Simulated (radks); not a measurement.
Task: Species: Bi63+. Configuration: [Ar] 4s2 (not the ground configuration). All-electron calculation, scalar-relativistic Kohn-Sham, r2SCAN, spin-polarised, spherical densities, finite nucleus; meta-GGA in the generalised Kohn-Sham scheme; Fermi nuclear charge, rms radius 5.5211 fm. Program: a radial shooting solver on a logarithmic mesh with Libxc functionals. Some entries of the table are withheld. Estimate them.

orbital  occ.  eigenvalue (eV)  r(max) (bohr)  <r> (bohr)
1s          2        -95710.34       0.009661     0.01579
2s          2        -21192.65        0.05598     0.06595
2p          6        -18856.58            (1)     0.05994
3s          2        -8197.830            (2)      0.1616
3p          6        -7513.683            (3)      0.1611
4s          2              (4)         0.3087      0.3075

Result: 
(1) 2p r(max) (bohr): 0.04669
(2) 3s r(max) (bohr): 0.1526
(3) 3p r(max) (bohr): 0.1514
(4) 4s eigenvalue (eV): -4238.746
